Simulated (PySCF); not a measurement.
ScF3, SMILES [F][Sc]([F])[F]. Atoms are numbered in the order given.

```xyz
4

Sc     0.0000     0.0000     0.0000
F     -1.8285     0.0000     0.0000
F      0.9142     1.5835     0.0000
F      0.9142    -1.5835     0.0000
```

The structure is a stationary point at B3LYP-D3(BJ)/def2-SVP. The isomer is the one that the SMILES or the coordinates give; other isomers of the formula were not compared.

Two levels are set side by side: PBE/pcSseg-2 (PySCF) and KT2/pcSseg-2 (PySCF). GIAO shifts against CFCl3 (¹⁹F) at the same level; non-relativistic, no solvent, atoms listed together averaged. Differences are taken from unrounded values.

```csv
quantity,PBE
"δ(¹⁹F) of F2, F3, F4 (ppm)",218.0
```

Problem. These are the PBE values. What does KT2 give? (Estimate from the structure and the level; the computed values follow.)

Solution. 
```csv
quantity,KT2,PBE minus KT2
"δ(¹⁹F) of F2, F3, F4 (ppm)",204.5,13.5
```

Rough cost on one machine, each run with all the roots and properties that it gave: KT2 against PBE within a factor of 2.
